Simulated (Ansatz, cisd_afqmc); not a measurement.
Species: Al, charge 0, doublet.

Total energies in def2-QZVPP, 3 correlated electrons, 5 frozen orbitals. Radicals and triplets start from unrestricted determinants; spin-orbit coupling is neglected. Correlated methods leave the cores frozen. No relativity. AFQMC is phaseless with a CISD trial state; ± is one standard error, without the phaseless bias. Outlying blocks are dropped, and bars are widened where a walk drifts. Over all cases where full CI ran beside it in this data, AFQMC minus full CI had a median of +0.1 mEh and passed +0.4 mEh in a tenth of the cases. Full CI freezes restricted core orbitals and the other rows unrestricted ones, which leaves a small offset even where coupled cluster is exact.

```json
[
 {"method": "HF", "program": "Ansatz", "energy (Eh)": "-241.88067", "error against FCI (mEh)": "53.99"},
 {"method": "MP2", "program": "Ansatz", "energy (Eh)": "-241.91900", "error against FCI (mEh)": "15.66"},
 {"method": "CCSD", "program": "Ansatz", "energy (Eh)": "-241.93293", "error against FCI (mEh)": "1.73"},
 {"method": "CCSD(T)", "program": "Ansatz", "energy (Eh)": "-241.93422", "error against FCI (mEh)": "0.44"},
 {"method": "CCSDT", "program": "Ansatz", "energy (Eh)": "-241.93468", "error against FCI (mEh)": "-0.02"},
 {"method": "AFQMC/CISD", "program": "cisd_afqmc", "energy (Eh)": "-241.9344 ± 0.0001", "error against FCI (mEh)": "0.2 ± 0.1"},
 {"method": "FCI", "program": "Ansatz", "energy (Eh)": "-241.93466", "error against FCI (mEh)": "0.00"}
]
```

Ansatz is a quantum-chemistry and plane-wave program.
